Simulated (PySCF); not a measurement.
BrClHMoNO, SMILES [Mo]([Cl])([Br])(=[O])=[NH], multiplicity 1.

Coordinates come from a PBE0-D3(BJ)/def2-SVP optimisation. The spin state was assumed, not searched. The structure was generated by enumeration; whether it is a known compound was not checked. The def2 effective core potentials stand for the cores of Mo; spin–orbit coupling is left out.

Two levels are set side by side: TDA-PBE/def2-SVPD (PySCF) and TDA-ωB97X/def2-SVPD (PySCF). Vertical, same geometry. The lowest singlet is HOMO→LUMO 84 % with PBE and HOMO→LUMO 82 % with the other functional; states are paired by order. Differences are taken from unrounded values.

```json
[
 {"quantity": "lowest singlet excitation (eV)", "TDA-PBE": "3.54"},
 {"quantity": "lowest triplet excitation (TDA) (eV)", "TDA-PBE": "3.17"}
]
```

Q: These are the TDA-PBE values. What does TDA-ωB97X give? (The exact figures need the calculation; the answer reports its results.)

A: 
```
quantity                              TDA-ωB97X  TDA-PBE minus TDA-ωB97X
------------------------------------  ---------  -----------------------
lowest singlet excitation (eV)             4.08                    -0.54
lowest triplet excitation (TDA) (eV)       3.52                    -0.35
```

A lower first singlet is the usual sign of a functional without exact exchange. Differences between two approximate levels are no errors against the true value.

Rough cost on one machine, each run with all the roots and properties that it gave: TDA-ωB97X against TDA-PBE about 5 times.
